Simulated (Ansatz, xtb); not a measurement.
# Isomers of C5H4BrClO in order of energy

4 gas-phase structures of C5H4BrClO, from a drawn sample of its isomers (lower ones may exist). Each was relaxed with GFN2-xTB; where two conformers were screened, the lower at r2SCAN-D4/def2-SVP is listed:

A. `O=C(/C=C/Cl)/C=C/Br`, a singlet
B. `C=C/C(Cl)=C(/Br)C=O`, a singlet
C. `Cl/C=C1/COC=C1Br`, a singlet
D. `O=C1C[C@@]2(Br)[C@H](Cl)[C@@H]12`, a singlet

Estimate their order in r2SCAN-D4/def2-SVP energy at these geometries, lowest first.

Calculated order at r2SCAN-D4/def2-SVP: A (0.0), B (14.1), C (19.2), D (53.7) kJ/mol.

Energies above the lowest of each column, in kJ/mol; the last columns are at B3LYP-D3(BJ)/def2-SVP geometries (a dash: not run or not comparable):

| structure | GFN2-xTB | HF/STO-3G | r2SCAN-D4/def2-SVP | B3LYP-D3(BJ)/def2-SVP | CCSD(T)/def2-SVP + ΔMP2/def2-TZVPP |
| --- | --- | --- | --- | --- | --- |
| A | 80.5 | 128.2 | 0.0 | 0.0 | 0.0 |
| B | 88.5 | 155.4 | 14.1 | 11.5 | 13.7 |
| C | 0.0 | 0.0 | 19.2 | 25.8 | 20.3 |
| D | 66.9 | 55.5 | 53.7 | 73.1 | – |

CCSD(T)/def2-SVP + ΔMP2/def2-TZVPP puts A lowest of those it was run on; GFN2-xTB picks C, HF/STO-3G picks C. Some further structures that were screened fall inside this span and aren't listed. Flexible structures stand in one conformer each, not always the lowest. Frequencies (GFN2-xTB) were run for A, B, C alone. ΔMP2 is the change of the MP2 energy from the smaller to the larger basis.

Over these structures GFN2-xTB departs from r2SCAN-D4/def2-SVP by 40.2 kJ/mol on average once a common shift is removed. A GFN2-xTB relaxation took about 0.082 s and the r2SCAN-D4/def2-SVP energy about 1.5 s on a shared host (Ansatz 0.2.0, xtb 6.7.1).
